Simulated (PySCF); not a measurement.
Ga(Me)2 (C2H6Ga), SMILES [CH3][Ga+][CH3], charge +1.

Coordinates come from a r2SCAN-D4/def2-SVP optimisation. A frequency run showed that this geometry is not a minimum. The spin state was assumed, not searched. The isomer is the one that the SMILES or the coordinates give; other isomers of the formula were not compared.

Computed with PBE0/def2-TZVPD in PySCF.

Symmetry labels are those of the subgroup C2 that the program uses (full group D3).

Problem. List the valence orbital energies around the gap with their symmetry. (The exact figures need the calculation; the answer reports its results.)

Solution. 
| orbital | symmetry | energy (eV) |
|---|---|---|
| HOMO−7 | A | -24.78 |
| HOMO−6 | B | -24.74 |
| HOMO−5 | A | -17.07 |
| HOMO−4 | A | -16.87 |
| HOMO−3 | B | -16.87 |
| HOMO−2 | B | -16.63 |
| HOMO−1 | A | -16.63 |
| HOMO | B | -14.27 |
| LUMO | A | -6.58 |
| LUMO+1 | B | -6.58 |
| LUMO+2 | A | -5.70 |
| LUMO+3 | B | -3.07 |
